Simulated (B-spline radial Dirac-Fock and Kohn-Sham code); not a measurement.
Characteristic X-ray lines: Tm⁷⁺

System: thulium as Tm⁷⁺, [Kr] 4d10 4f11 5s2 5p3.

These are calculated numbers from a radial atomic solver; the model is Dirac-Fock ΔSCF + Breit + QED. A line energy is the difference of two single-hole energies; the list is a selection of electric-dipole transitions between resolved j subshells. The model has no electron correlation.

```tsv
line	energy (eV)	wavelength (Å)
Kβ2'	59050.4	0.20996
Kβ1	57502.1	0.21562
Kβ3	57294.7	0.21640
Kα1	50738.7	0.24436
Kα2	49769.8	0.24912
Lγ3	9785.6	1.2670
Lγ1	9428.6	1.3150
Lγ5	9143.8	1.3559
Lβ7	8609.0	1.4402
Lβ2	8468.3	1.4641
Lβ15	8459.7	1.4656
Lβ3	8237.4	1.5051
Lβ6	8174.8	1.5167
Lβ1	8103.4	1.5300
Lβ4	8030.0	1.5440
Lη	7304.2	1.6974
Lα1	7178.8	1.7271
Lα2	7134.5	1.7378
Lℓ	6335.3	1.9570
Mγ	1704.9	7.2724
```
